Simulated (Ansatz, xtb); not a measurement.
Relative energy of two conformers of C3H7Br

Structure X is `CCCBr`, a singlet and structure Y is `CCCBr`, a singlet. Both are isolated molecules in the gas phase, relaxed with B3LYP-D3(BJ)/6-311G**.

X (Å):

```xyz
11

C    -0.0230    0.5420    0.1119
C     1.1972   -0.3858    0.1462
C     1.1441   -1.3951   -0.9864
Br    2.7100   -2.6101   -0.9677
H    -0.0718    1.1011   -0.8268
H    -0.9546   -0.0216    0.2155
H     0.0208    1.2661    0.9288
H     1.2402   -0.9156    1.1014
H     2.1171    0.1994    0.0666
H     0.2763   -2.0483   -0.9177
H     1.1646   -0.9196   -1.9652
```

Y (Å):

```xyz
11

C    -0.2554   -2.0524   -0.5797
C     0.1782   -1.5563    0.7989
C    -0.8865   -1.6821    1.8739
Br   -1.3343   -3.5750    2.2837
H    -0.4875   -3.1187   -0.5567
H    -1.1474   -1.5213   -0.9252
H     0.5361   -1.8931   -1.3154
H     1.0835   -2.0765    1.1241
H     0.4344   -0.4900    0.7430
H    -0.5643   -1.2658    2.8251
H    -1.8312   -1.2307    1.5758
```

Energies in hartree; the thermal terms are from B3LYP-D3(BJ)/6-311G** harmonic frequencies (ideal gas, rigid rotor, one conformer each, 298.15 K, 1 atm) and include the zero-point energy:

```
                               X            Y
E, CCSD(T)/def2-SVP  −2690.430721  −2690.431116
    E, MP2/def2-SVP  −2690.367212  −2690.367641
  E, MP2/def2-TZVPP  −2690.954297  −2690.954400
  zero-point energy      0.094307      0.094354
       H(298 K) − E      0.100765      0.100677
       G(298 K) − E      0.064564      0.064708
```

**Question.** Correct the CCSD(T) difference for the basis set by the MP2 change, then work out ΔE, ΔE₀, ΔH and ΔG for X → Y in kJ/mol (1 Eh = 2625.50 kJ/mol) and the equilibrium ratio [Y]/[X].

**Answer.** 1. Differences Y − X: CCSD(T) −0.000395, MP2 in the small set −0.000429, MP2 in the large set −0.000103 Eh.
2. ΔE = −0.000395 + (−0.000103 − (−0.000429)) = −0.000069 Eh = −0.18 kJ/mol.
3. ΔE₀ = ΔE + ΔZPE = −0.000069 + (+0.000047) Eh = −0.06 kJ/mol.
4. ΔH = ΔE + (−0.000088) Eh = −0.41 kJ/mol.
5. ΔG = ΔE + (+0.000144) Eh = +0.20 kJ/mol, so ΔS = (ΔH − ΔG)/T = −2.0 J/(mol K).
6. kT = 0.9442 mEh, so K = [Y]/[X] = exp(−ΔG/kT) = exp(−0.08) ≈ 0.92.

The two are too close for this level to say which is favoured. An error of 4 kJ/mol in ΔG would change K by a factor of 5. Mirror images and further conformers aren't counted.

Other levels gave ΔE = −1.1 (B3LYP-D3(BJ)/6-311G**); +0.6 (HF/def2-SVP); −1.1 (MP2/def2-SVP); −1.0 (CCSD(T)/def2-SVP) kJ/mol. The correlated steps freeze 12 core orbitals; the filled d shell of Br is correlated, in a basis made for valence electrons. Programs: Ansatz 0.2.0.
